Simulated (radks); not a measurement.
Effect of the nuclear size on the dysprosium ion Dy2+, [Xe] 4f10. Calculated with a radial shooting solver on a logarithmic mesh with Libxc functionals: Dirac Kohn-Sham, PBE, spin-unpolarised, spherical densities, finite nucleus; open shells are shared between the two j in proportion to 2j + 1; Fermi nuclear charge, rms radius 5.2218 fm. The rms radius is varied about that value; shifts are against it.

rms radius (fm)  total energy shift (eV)  density at nucleus (e/bohr^3)  1s1/2 shift (meV)  2s1/2 shift (meV)  4p1/2 shift (meV)  5s1/2 shift (meV)  5p1/2 shift (meV)  4f7/2 shift (meV)  6s1/2 (empty) shift (meV)
4.3393                             -8.16                      7.784e+05              -3350               -440              0.185              -3.59              0.075              0.349                     -0.501
5.0286                             -1.88                      7.478e+05               -773               -101              0.042             -0.827              0.017              0.080                     -0.115
5.2218                                 0                      7.402e+05              0.000              0.000              0.000              0.000              0.000              0.000                      0.000
5.415                               1.93                       7.33e+05                794                104             -0.043              0.849             -0.018             -0.083                      0.119
6.2818                              11.2                      7.039e+05               4610                605             -0.251               4.93             -0.103             -0.480                      0.689

Slopes of the eigenvalues against <r^2> in GHz/fm^2, as finite differences over the two radii next to the reference (eigenvalue slopes, not the field-shift constants of lines): 1s1/2 93900, 2s1/2 12300, 4p1/2 -5.15, 5s1/2 100, 5p1/2 -2.10, 4f7/2 -9.77, 6s1/2 (empty) 14.0.
